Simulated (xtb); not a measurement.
xtb input (GFN1-xTB):

```bash
xtb mol.xyz --gfn 1 --sp --chrg 0 --uhf 0
```
mol.xyz:
```
7

C      1.08331416    -0.36964599     0.01428232
C     -0.11449762     0.29184644    -0.57145929
O     -1.13643185     0.27846473     0.23147453
H      1.39523303    -1.17287007    -0.65956252
H      1.90627708     0.35094910     0.01626492
H      0.93967941    -0.77368304     1.03389627
H     -0.96263393    -0.16531657     1.10066690
```

End of the output:

```
         :::::::::::::::::::::::::::::::::::::::::::::::::::::
         ::                     SUMMARY                     ::
         :::::::::::::::::::::::::::::::::::::::::::::::::::::
         :: total energy             -10.987017622526 Eh    ::
         :: gradient norm              0.019292008303 Eh/a0 ::
         :: HOMO-LUMO gap              2.792304258006 eV    ::
         ::.................................................::
         :: SCC energy               -11.082519710618 Eh    ::
         :: -> electrostatic           0.025556298797 Eh    ::
         :: repulsion energy           0.096772986080 Eh    ::
         :: dispersion energy         -0.001270897988 Eh    ::
         :: halogen bond corr.         0.000000000000 Eh    ::
         :: add. restraining           0.000000000000 Eh    ::
         :: total charge              -0.000000000000 e     ::
         :::::::::::::::::::::::::::::::::::::::::::::::::::::

           -------------------------------------------------
          |                Property Printout                |
           -------------------------------------------------

    * Orbital Energies and Occupations

         #    Occupation            Energy/Eh            Energy/eV
      -------------------------------------------------------------
         1        2.0000           -0.8071737             -21.9643
         2        2.0000           -0.6686353             -18.1945
         3        2.0000           -0.6474233             -17.6173
         4        2.0000           -0.5975481             -16.2601
         5        2.0000           -0.5811938             -15.8151
         6        2.0000           -0.5353509             -14.5676
         7        2.0000           -0.5171247             -14.0717
         8        2.0000           -0.4915513             -13.3758
         9        2.0000           -0.3816391             -10.3849 (HOMO)
        10                         -0.2790239              -7.5926 (LUMO)
        11                         -0.1360793              -3.7029
        12                         -0.1183966              -3.2217
        13                         -0.0636514              -1.7320
        14                         -0.0505381              -1.3752
        15                          0.1561623               4.2494
        16                          0.2269838               6.1765
        17                          0.2513538               6.8397
        18                          0.3324990               9.0478
Note: The following floating-point exceptions are signalling: IEEE_DENORMAL
normal termination of xtb
        19                          0.4064890              11.0611
        20                          0.4379107              11.9162
      -------------------------------------------------------------
                  HL-Gap            0.1026153 Eh            2.7923 eV
             Fermi-level           -0.3303315 Eh           -8.9888 eV

  Mulliken/CM5 charges         n(s)   n(p)   n(d)
     1C    -0.11215 -0.25262   1.024  3.088  0.000
     2C     0.11061  0.12304   1.366  2.523  0.000
     3O    -0.42657 -0.61877   1.693  4.733  0.000
     4H     0.04292  0.09506   0.957  0.000  0.000
     5H     0.04292  0.09506   0.957  0.000  0.000
     6H     0.01273  0.06580   0.987  0.000  0.000
     7H     0.32955  0.49243   0.670  0.000  0.000

Wiberg/Mayer (AO) data.
largest (>0.10) Wiberg bond orders for each atom

 ---------------------------------------------------------------------------
     #   Z sym  total        # sym  WBO       # sym  WBO       # sym  WBO
 ---------------------------------------------------------------------------
     1   6 C    3.992 --     2 C    1.081     6 H    0.968     4 H    0.953
                             5 H    0.953
     2   6 C    2.591 --     3 O    1.361     1 C    1.081
     3   8 O    2.259 --     2 C    1.361     7 H    0.846
     4   1 H    1.023 --     1 C    0.953
     5   1 H    1.023 --     1 C    0.953
     6   1 H    1.007 --     1 C    0.968
     7   1 H    0.919 --     3 O    0.846
 ---------------------------------------------------------------------------

Topologies differ in total number of bonds
Writing topology from bond orders to xtbtopo.mol

 dipole moment from electron density (au)
     X       Y       Z
   0.5336  -0.6855   1.1421  total (Debye):    3.647

           -------------------------------------------------
          | TOTAL ENERGY              -10.987017622526 Eh   |
          | GRADIENT NORM               0.019292008303 Eh/α |
          | HOMO-LUMO GAP               2.792304258006 eV   |
           -------------------------------------------------

------------------------------------------------------------------------
------------------------------------------------------------------------
 total:
 SCF:
```
